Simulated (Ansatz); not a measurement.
Basis-set extrapolation for C2H6BFSi (`FB1CC1[SiH3]`) (PBE0-D4/def2-TZVP geometry, frozen core, Ansatz). Multiplicity 1, RHF reference.

```csv
,def2-TZVPP,def2-QZVPP
HF,-492.385704,-492.403854
MP2 correlation,-0.800640,-0.861072
CCSD(T) correlation,-0.874917,not run
```

Energies in hartree. Use E(X) = E(∞) + A·exp(−7.88·√X) for Hartree–Fock and E(X) = E(∞) + B·X^(−2.97) for correlation, with X = 3 and 4, and add CCSD(T) minus MP2 of the smaller set to the MP2 limit.

What is the CCSD(T) energy at the basis-set limit?

HF limit: -492.403854 + (-0.018150) × 0.13774 = -492.40635. MP2 limit: -0.861072 + (-0.060432) × 0.74074 = -0.90584. Higher-order term: -0.874917 − (-0.800640) = -0.07428. Total: -493.38647 hartree, 3.42 eV below CCSD(T)/def2-TZVPP.
